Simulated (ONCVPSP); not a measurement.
**u(r) = r·R(r): atom against pseudo-atom (Al)**

Columns: radius, all-electron u(r) and pseudo u(r) of the 3s shell (level -8.07 eV) of aluminium in the configuration [Ne] 3s1.5 3p1.5; BLYP, scalar-relativistic, ONCV scheme, ONCVPSP 4.0.1.

```
r (bohr)  all-electron  pseudo
   0.148        0.0293  0.0425
   0.295       -0.2391  0.0819
   0.443       -0.3043  0.1231
   0.590       -0.2200  0.1723
   0.738       -0.0685  0.2301
   0.885        0.0968  0.2891
   1.033        0.2518  0.3472
   1.180        0.3830  0.4086
   1.328        0.4884  0.4788
   1.475        0.5671  0.5514
   1.623        0.6228  0.6139
   1.770        0.6582  0.6555
   1.918        0.6767  0.6764
   2.065        0.6811  0.6810
   2.213        0.6740  0.6740
   2.360        0.6582  0.6582
   2.508        0.6355  0.6355
   2.655        0.6083  0.6083
   2.802        0.5779  0.5778
   2.950        0.5452  0.5452
   3.098        0.5117  0.5117
   3.245        0.4782  0.4781
   3.393        0.4448  0.4448
   3.540        0.4126  0.4126
   3.688        0.3813  0.3813
   3.835        0.3516  0.3516
```

How many radial nodes do the two functions have?

The all-electron 3s function has n − l − 1 = 2; the pseudo-wave has 0, since the states of the same l below it are removed with the core.

At about which radius was the pseudo-wave matched?

2.20 bohr. The columns agree to 0.0005 from 1.92 bohr on; several derivatives are matched, so the curves merge somewhat inside the radius.

Where does each function peak?

Outermost all-electron maximum near 2.06 bohr, pseudo maximum near 2.06 bohr (to the table’s step).

Is the pseudo-wave norm-conserving?

Yes: the ONCV scheme keeps the norm inside the radius equal to the all-electron one, which fixes the energy derivative of the logarithmic derivative at the level.
